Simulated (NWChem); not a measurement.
Molecule: C3HF2NS; SMILES s1c(F)nc(c1)F

```xyz
8

F      0.5492     2.5036     0.0000
C      0.1670     1.2307     0.0000
C     -1.1487     0.8227     0.0000
S     -1.1913    -0.9204     0.0000
C      0.5612    -0.8949     0.0000
F      1.2230    -2.0392     0.0000
N      1.1331     0.2679     0.0000
H     -2.0583     1.4321     0.0000
```
Atoms are numbered in this order, from 1.

Results from NWChem. Pople sets run with spherical d functions. STO-3G and 3-21G are far too small for this property and stand as cheap habits. Structure relaxed at the PBE-D3(BJ)/def2-SVP level. Field at 589 nm.

| level | isotropic polarisability (bohr³) | anisotropy (bohr³) |
|---|---|---|
| B3LYP/STO-3G | 28.0 | 33.2 |
| B3LYP/6-31G* | ___ | ___ |
| B3LYP/def2-SVP | 47.9 | 33.4 |

Q: Some entries are withheld; supply them.

A: 
- B3LYP/6-31G*, isotropic polarisability (bohr³): 48.9
- B3LYP/6-31G*, anisotropy (bohr³): 35.8
